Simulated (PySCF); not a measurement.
# NaTe⁻: from constants to spectrum

RHF-CCSD(T) constants of NaTe⁻, ¹Σ⁺ (singlet), closed shell (PySCF, scalar-relativistic core potentials, basis sets Na def2-SVPD, Te def2-SVPD with ECP28; masses 22.9898 and 129.9062 u):

- ωe: 231.7 cm⁻¹
- ωexe: 1.08 cm⁻¹
- Be: 0.11082 cm⁻¹
- αe: 0.000685 cm⁻¹
- D (centrifugal): 1.01e-07 cm⁻¹

Task: Give the band origin of the fundamental and the first lines of its P and R branches.

Result: ν0 = ωe − 2ωexe = 229.5 cm⁻¹, B0 = 0.11048, B1 = 0.10979 cm⁻¹.

| J″ | P(J″) − ν0 | R(J″) − ν0 |
| --- | --- | --- |
| 0 |  | 0.220 |
| 1 | -0.221 | 0.438 |
| 2 | -0.443 | 0.655 |
| 3 | -0.667 | 0.870 |
| 4 | -0.892 | 1.084 |
| 5 | -1.118 | 1.297 |
| 6 | -1.346 | 1.508 |

Task: Near which J would the R branch turn back, without centrifugal distortion?

Result: At J ≈ (B0 + B1)/(2(B0 − B1)) − 1 ≈ 160.

Correlated steps freeze 5 core orbitals. Spin–orbit coupling is left out, which matters for elements this heavy, above all for dissociation energies. The CCSD T1 diagnostic is raised, a sign that a single reference may not be enough here.
